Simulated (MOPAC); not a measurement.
MOPAC input (PM3):

```
PM3 FORCE THERMO(298,298) PRECISE LET CHARGE=-1 GEO-OK AUX(PRECISION=9) THREADS=1
HFNTe

Te    0.01031920 1    0.00276134 1    0.04293401 1
F     0.46452143 1    1.84541638 1   -0.36904796 1
N    -0.41655569 1   -1.73804185 1   -0.71992763 1
H    -1.15228189 1   -2.02702118 1   -1.30660205 1
```

From the last part of the output:

```
     H    4   0.381755   0.111267   6.735890   6.878008

          HEAT OF FORMATION =     -66.859764 KCALS/MOLE

          ZERO POINT ENERGY       8.696 KCAL/MOL

           NORMAL COORDINATE ANALYSIS (Total motion = 1 Angstrom)

   Root No.       1         2         3         4         5         6

                 1 A       2 A       3 A       4 A       5 A       6 A

                  95.2     409.1     631.3     699.6     728.5    3519.6

           1   -0.0151    0.0020   -0.0539   -0.0309   -0.0196   -0.0000
           2   -0.0561    0.0009   -0.0159    0.0078    0.0140   -0.0000
           3   -0.0034   -0.0093   -0.0005    0.0019   -0.0017   -0.0001
           4   -0.0206    0.0002    0.5181    0.0623    0.0403    0.0001
           5    0.2138   -0.0044   -0.0020    0.0158   -0.0052    0.0000
           6    0.0139    0.0250    0.0007   -0.0122    0.0132    0.0001
           7    0.1383   -0.0164   -0.2043    0.2372    0.0681    0.0225
           8    0.1995   -0.0465    0.1381   -0.0750   -0.1262   -0.0458
           9    0.0104    0.0944   -0.0002    0.0156   -0.0125   -0.0432
          10    0.3747   -0.0253   -0.1051   -0.5651    0.7736   -0.3108
          11    0.3049    0.6109    0.1358   -0.2411    0.0760    0.6375
          12    0.0196   -0.6026    0.0510   -0.2224    0.1363    0.6061

           MASS-WEIGHTED COORDINATE ANALYSIS (NORMAL COORDINATES)

   Root No.       1         2         3         4         5         6

                 1 A       2 A       3 A       4 A       5 A       6 A

                  95.2     409.1     631.3     699.6     728.5    3519.6

           1   -0.1105    0.0231   -0.2409   -0.2834   -0.2183   -0.0004
           2   -0.4115    0.0111   -0.0712    0.0715    0.1564   -0.0001
           3   -0.0246   -0.1095   -0.0021    0.0172   -0.0187   -0.0007
           4   -0.0583    0.0011    0.8936    0.2208    0.1733    0.0006
           5    0.6047   -0.0201   -0.0035    0.0561   -0.0223    0.0001
           6    0.0393    0.1134    0.0011   -0.0433    0.0569    0.0004
           7    0.3359   -0.0639   -0.3025    0.7221    0.2513    0.0869
           8    0.4845   -0.1810    0.2045   -0.2283   -0.4661   -0.1769
           9    0.0251    0.3671   -0.0003    0.0473   -0.0462   -0.1667
          10    0.2440   -0.0264   -0.0417   -0.4614    0.7664   -0.3218
          11    0.1986    0.6374    0.0540   -0.1968    0.0753    0.6602
          12    0.0127   -0.6288    0.0203   -0.1816    0.1351    0.6277

          DESCRIPTION OF VIBRATIONS

 VIBRATION          1    1A          ATOM PAIR     ENERGY CONTRIBUTION    RADIAL
 FREQUENCY            95.21         Te1 -- N 3         +89.5% (292.3%)      2.3%
 TRANSITION DIPOLE   1.1072         Te1 -- F 2          +5.8% ( 74.2%)      0.3%
 TRAVEL (Ang.)       0.2878         N 3 -- H 4          +4.7% ( 67.0%)     32.9%
 REDUCED MASS        8.5489
 EFFECTIVE MASS    128.1400
 FORCE CONSTANT      0.0457

 VIBRATION          2    2A          ATOM PAIR     ENERGY CONTRIBUTION    RADIAL
 FREQUENCY           409.08         N 3 -- H 4         +87.8% ( 97.6%)      0.7%
 TRANSITION DIPOLE   1.0082         Te1 -- N 3         +12.1% ( 36.2%)      0.6%
 TRAVEL (Ang.)       0.3897         Te1 -- F 2          +0.1% (  3.6%)      0.9%
 REDUCED MASS        1.0853
 EFFECTIVE MASS      3.4354
 FORCE CONSTANT      0.1070

 VIBRATION          3    3A          ATOM PAIR     ENERGY CONTRIBUTION    RADIAL
 FREQUENCY           631.31         Te1 -- F 2         +69.5% ( 93.6%)     99.6%
 TRANSITION DIPOLE   2.4069         Te1 -- N 3         +18.4% ( 48.2%)     55.1%
 TRAVEL (Ang.)       0.0911         N 3 -- H 4         +12.2% ( 39.2%)     33.2%
 REDUCED MASS       12.8710
 EFFECTIVE MASS     23.6721
 FORCE CONSTANT      3.0224

 VIBRATION          4    4A          ATOM PAIR     ENERGY CONTRIBUTION    RADIAL
 FREQUENCY           699.57         Te1 -- N 3         +48.4% ( 91.7%)     89.6%
 TRANSITION DIPOLE   1.0927         N 3 -- H 4         +46.6% ( 89.9%)      4.6%
 TRAVEL (Ang.)       0.1298         Te1 -- F 2          +5.0% ( 29.5%)     98.5%
 REDUCED MASS        5.7192
 EFFECTIVE MASS     18.2439
 FORCE CONSTANT      1.6491

 VIBRATION          5    5A          ATOM PAIR     ENERGY CONTRIBUTION    RADIAL
 FREQUENCY           728.48         N 3 -- H 4         +58.2% ( 91.6%)     17.2%
 TRANSITION DIPOLE   0.4673         Te1 -- N 3         +38.3% ( 74.3%)     90.7%
 TRAVEL (Ang.)       0.2058         Te1 -- F 2          +3.5% ( 22.6%)     80.3%
 REDUCED MASS        2.1860
 EFFECTIVE MASS     11.8587
 FORCE CONSTANT      0.6835

 VIBRATION          6    6A          ATOM PAIR     ENERGY CONTRIBUTION    RADIAL
 FREQUENCY          3519.55         N 3 -- H 4         +99.5% (100.0%)    100.0%
 TRANSITION DIPOLE   0.5619         Te1 -- N 3          +0.5% (  7.4%)     45.2%
 TRAVEL (Ang.)       0.1427
 REDUCED MASS        0.9402
 EFFECTIVE MASS      1.4155
 FORCE CONSTANT      6.8622

      SYMMETRY NUMBER FOR POINT-GROUP C1  =  1

          SYSTEM IS A GROUND STATE

 HFNTe

          MOLECULE IS NOT LINEAR

          THERE ARE  6 GENUINE VIBRATIONS IN THIS SYSTEM
          THIS THERMODYNAMICS CALCULATION IS LIMITED TO
          MOLECULES WHICH HAVE NO INTERNAL ROTATIONS

                    CALCULATED THERMODYNAMIC PROPERTIES
                                          *
   TEMP. (K)   PARTITION FUNCTION   H.O.F.    ENTHALPY  HEAT CAPACITY ENTROPY
                                   KCAL/MOL   CAL/MOLE    CAL/K/MOL  CAL/K/MOL

 298.00  VIB.     0.3529D+01                   879.2089     5.9726     5.4565
         ROT.     0.3065D+05                   888.2803     2.9808    23.5096
         INT.     0.1082D+06                  1767.4892     8.9534    28.9660
         TRA.     0.1986D+28                  1480.4672     4.9680    41.1467
         TOT.                      -66.860    3247.9564    13.9214    70.1127

   *: NOTE: HEATS OF FORMATION ARE RELATIVE TO THE
            ELEMENTS IN THEIR STANDARD STATE AT 298K
              (=  Standard Enthalpy of Formation).

            Hvib:  Zero-point energy is not included.
                   frequencies of less than zero cm-1 are not included.
            Hrot = (3/2)RT
            Htra = (3/2)RT + pV = (5/2)RT

            Heat capacity is Cp, not Cv

          For more information, see: HTTP://OpenMOPAC.net/Manual/thermochemistry.html

           FORCE CONSTANT IN CARTESIAN COORDINATES (Millidynes/A)

    ATOM   CHEMICAL       X               Y               Z
   NUMBER   SYMBOL  FORCE CONSTANT  FORCE CONSTANT  FORCE CONSTANT

      1      Te        6.609873        1.453170        0.177674
      2       F        4.008540        0.055116        0.048266
      3       N        3.468001        4.553108        3.046221
      4       H        1.010208        3.261142        2.952754

 **********************
 *                    *
 * JOB ENDED NORMALLY *
 *                    *
 **********************
```

The dipole moment of an ion depends on the origin.
